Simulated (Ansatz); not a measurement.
Frontier orbitals of C₃H₈BF (`BCC(C)F`).

| atom | x (Å) | y (Å) | z (Å) |
| --- | --- | --- | --- |
| B1 | -1.5349 | -0.9031 | 0.4885 |
| C2 | -0.2440 | -0.9040 | -0.3687 |
| C3 | 0.8862 | -0.0101 | 0.0787 |
| C4 | 0.6004 | 1.4577 | -0.1171 |
| F5 | 2.0366 | -0.3289 | -0.6475 |
| H6 | -2.5319 | -1.4130 | 0.0674 |
| H7 | -1.5477 | -0.4510 | 1.5993 |
| H8 | -0.4517 | -0.7614 | -1.4359 |
| H9 | 0.0835 | -1.9583 | -0.2975 |
| H10 | 1.1259 | -0.2114 | 1.1291 |
| H11 | 1.4620 | 2.0596 | 0.1751 |
| H12 | -0.2541 | 1.7600 | 0.4936 |
| H13 | 0.3696 | 1.6637 | -1.1651 |

Total charge 0; spin multiplicity 1. Geometry: relaxed with PBE0-D4/def2-TZVP. It is one conformer, not always the lowest. Basis def2-TZVPP, the Gaussian-basis code of Ansatz.

Orbital energies of one run (eV). Highest occupied ones, from the top: -11.32, -11.71, -11.85, -12.58, -13.21, -13.65, -14.06, -15.24, -15.92, -16.25, -17.19, -19.63, -22.52, -24.97. Empty: 0.39, 2.41, 3.03, 3.36, 3.45, 4.27.

Problem. Which functional gave them?
A. r2SCANh
B. r2SCAN
C. CAM-B3LYP
D. ωB97M-V

Solution. D. HOMO energies: ωB97M-V -11.32, CAM-B3LYP -10.45, r2SCAN -7.75, r2SCANh -8.33 eV.
